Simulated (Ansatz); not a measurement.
C₆H₁₄S₂, SMILES CSCCCCSC.

Geometry optimised at B3LYP-D3(BJ)/def2-SVP. Other conformers were not sampled.

Two levels are set side by side: PBE/def2-SVPD (Ansatz, a quantum-chemistry and plane-wave program) and CAM-B3LYP/def2-SVPD (Ansatz). Energy differences of separate SCF runs at the same geometry; the states with an electron removed or added have multiplicity 2 and 2. Differences are taken from unrounded values.

```csv
quantity,PBE
vertical ionisation energy (eV),7.37
vertical singlet–triplet gap (eV),4.72
```

Q: These are the PBE values. What does CAM-B3LYP give? (Estimate from the structure and the level; the computed values follow.)

A: 
```
quantity                           CAM-B3LYP  PBE minus CAM-B3LYP
---------------------------------  ---------  -------------------
vertical ionisation energy (eV)         8.38                -1.00
vertical singlet–triplet gap (eV)       5.08                -0.36
```
